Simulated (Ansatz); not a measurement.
Consider the ligand exchange at a B–C bond: `NCBO` + H₂Te → `OB[TeH]` + CH₃NH₂.

Gas-phase electronic energies from Ansatz, PBE0-D4/def2-TZVP geometries. CBS: MP2 limit from def2 TZ/QZ plus the TZ coupled-cluster correction, frozen cores. This one scheme is used for every species. Functionals use def2-TZVPP. B3LYP here is the variant with VWN-RPA as its local correlation; programs differ in this. Elements past krypton have def2 core potentials. For Te outer-core shells are correlated without core-valence functions, which leaves a few kJ/mol of doubt a bond. One conformer a species, not always the lowest.

| species | B3LYP-D4 energy (Eh) |
| --- | --- |
| `NCBO` | -196.68951 |
| H₂Te | -269.30767 |
| `OB[TeH]` | -370.10141 |
| CH₃NH₂ | -95.90760 |

Problem. Work out ΔE.

Solution. ΔE = (-370.10141) + (-95.90760) − (-196.68951) − (-269.30767) = -0.01183 Eh = -7.4 kcal/mol. CCSD(T)/CBS gives -8.4 kcal/mol.

Largest T1 diagnostic among the species: 0.013.
